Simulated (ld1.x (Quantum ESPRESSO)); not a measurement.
**Which change was made? (Au, RRKJ)**

Au, norm-conserving RRKJ (Kleinman–Bylander form), made with ld1.x (Quantum ESPRESSO) 7.5 (PBE, scalar-relativistic). Core [Xe] 4f14, reference 5d10 6s1 6p0. Waves: 6s (bound): rc 2.40 bohr; 5d (bound): rc 1.65 bohr; 6p (bound, empty): rc 3.25 bohr. Local part: the p channel. Core correction: none. rho0 = 0.01.

Cutoffs, loose and tight: the cutoffs (Ry, on a coarse ladder) from which the occupation-weighted sum of valence levels, in a spherical-Bessel basis at the reference potential, stays within 10 and 1 mRy of its value at 400 Ry. They do not see the model core or the augmentation charge, which bear on the density cutoff. Test errors are all-electron minus pseudo excitation energies from the reference, over the configurations 5d10 6s0 6p0; 5d9 6s0 6p0; 5d8 6s0 6p0; 5d10 6s0.5 6p0; 5d9 6s1 6p1; 5d7 6s0 6p0; 5d10 6s0 6p1; variants that change the core or the reference have their own tests.

The base gives: outcome: generated; cutoff, loose: 40 Ry; cutoff, tight: 70 Ry; bound ghosts: none; largest test error (meV): -1281.

**Question.** After one change the result is: outcome: generated; cutoff, loose: 35 Ry; cutoff, tight: 40 Ry; bound ghosts: none; largest test error (meV): -1704. Which change was it?
A. all radii scaled by about 0.96 (s 2.30, p 3.10, d 1.58 bohr)
B. all radii scaled by about 1.38 (s 3.32, p 4.50, d 2.28 bohr)
C. all radii scaled by about 0.85 (s 2.04, p 2.76, d 1.40 bohr)

**Answer.** B. The others give: all radii scaled by about 0.96 (s 2.30, p 3.10, d 1.58 bohr) → outcome: generated; cutoff, loose: 55 Ry; cutoff, tight: 80 Ry; bound ghosts: none; largest test error (meV): -1245 | all radii scaled by about 0.85 (s 2.04, p 2.76, d 1.40 bohr) → outcome: generated; cutoff, loose: 90 Ry; cutoff, tight: 140 Ry; bound ghosts: none; largest test error (meV): -1233.
